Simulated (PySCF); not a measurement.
**Potential energy of NaPb along the bond**

Set-up: Na aug-cc-pVDZ, Pb aug-cc-pVDZ-PP with ECP60; scalar-relativistic core potentials (PySCF 2.14). Energies in eV from Na + Pb in their ground configurations at the same level. State: ⁴Σ⁻ (quartet), unpaired electrons σ ↑, π ↑↑.

```
R (Å)      UHF  r²SCAN  UHF-MP2     PBE
2.570  -0.3485  -0.968   -0.806  -0.797
2.689  -0.5257  -1.113   -0.963  -0.946
2.809  -0.6287  -1.192   -1.053  -1.030
2.898  -0.6701  -1.218   -1.088  -1.062
2.988  -0.6881  -1.223   -1.101  -1.073
3.078  -0.6880  -1.213   -1.095  -1.068
3.197  -0.6669  -1.179   -1.066  -1.043
3.347  -0.6173  -1.117   -1.003  -0.992
3.526  -0.5381  -1.025   -0.903  -0.913
3.765  -0.4210  -0.889   -0.748  -0.796
```

**Question.** Put a parabola through the three lowest points of the UHF curve and estimate Re, k and ωe (reduced mass 20.7 u; 1 eV/Å² = 0.16022 mdyn/Å; ωe = 1302.8·√(k/μ) cm⁻¹).

**Answer.** Through R = 2.898, 2.988, 3.078 Å the second-order coefficient is 1.12 eV/Å², so Re ≈ 3.033 Å, k ≈ 0.358 mdyn/Å and ωe ≈ 171 cm⁻¹. A polynomial fit of higher order to the unrounded UHF energies gives Re = 3.032 Å, k = 0.316 mdyn/Å, ωe = 161 cm⁻¹; anharmonicity and rounding make the difference.

The higher-order fit for each curve: UHF: Re = 3.032 Å, ωe = 161 cm⁻¹, De = 0.69 eV; r²SCAN: Re = 2.970 Å, ωe = 166 cm⁻¹, De = 1.22 eV; UHF-MP2: Re = 3.003 Å, ωe = 169 cm⁻¹, De = 1.10 eV; PBE: Re = 3.003 Å, ωe = 157 cm⁻¹, De = 1.07 eV.

Correlated steps freeze 5 core orbitals. Correlated levels converge slowly with the basis: in double zeta they bind strong bonds too weakly, by up to about 1 eV, and carry superposition errors of some tenths. Spin–orbit coupling is left out, which matters for elements this heavy, above all for dissociation energies. The state is the lowest determinant that a PBE0 search found; another state may lie lower at other levels.
